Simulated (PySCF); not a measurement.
Working out the ionisation energy of Ta²⁺

Ta²⁺ [Xe] 4f14 5d3 (4F) → Ta³⁺ [Xe] 4f14 5d2 (3F). Calculation: PySCF 2.14, in def2-TZVPPD with the def2 core potential (60 electrons); a scalar-relativistic core potential. Frozen: nothing. Energies in hartree (1 hartree = 27.21139 eV):

```
             part  Ta²⁺ (lower)  Ta³⁺ (upper)
              UHF    -55.562612    -54.715624
MP2 opposite-spin     -0.136322     -0.125878
    MP2 same-spin     -0.063250     -0.049481
```

Problem. What does Hartree-Fock give?

Solution. (-54.715624) − (-55.562612) = 0.846988 hartree = 23.048 eV.

Problem. What do MP2 and SCS-MP2 (6/5 opposite-spin, 1/3 same-spin) give?

Solution. The opposite-spin parts differ by 0.284 eV and the same-spin parts by 0.375 eV. MP2: 23.048 + (0.284) + (0.375) = 23.707 eV. SCS-MP2: 23.048 + 1.2 × (0.284) + (0.375)/3 = 23.514 eV.

Reference: 23.1 ± 1.6 eV (theoretical estimate listed by NIST; NIST Atomic Spectra Database, ionization energies), between the lowest levels; spin-orbit coupling is absent from the calculation.

What remains against the reference includes basis incompleteness and correlation beyond second order.
